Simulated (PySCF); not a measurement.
methyltin tribromide (CH₃Br₃Sn), SMILES [Sn]([Br])([Br])([Br])[CH3]. Heavy atoms are numbered as in [CH3:1][Sn:2]([Br:3])([Br:4])[Br:5]. Hydrogens are named by the atom that carries them.

Geometry: B3LYP-D3(BJ)/def2-SVP. The def2 effective core potentials stand for the cores of Sn; spin–orbit coupling is left out.

These are PySCF with PBE/def2-TZVP values and carry that method's errors.

ESP charges are fitted to the potential on shells at 1.4 to 2.0 van der Waals radii. Atomic charges (e), one atom of each kind:

| atom | Löwdin | ESP fit |
|---|---|---|
| C1 (CH3) | -0.48 | -0.56 |
| Sn2 | -0.12 | 0.21 |
| Br3 | 0.06 | -0.10 |
| H on C1 | 0.14 | 0.21 |
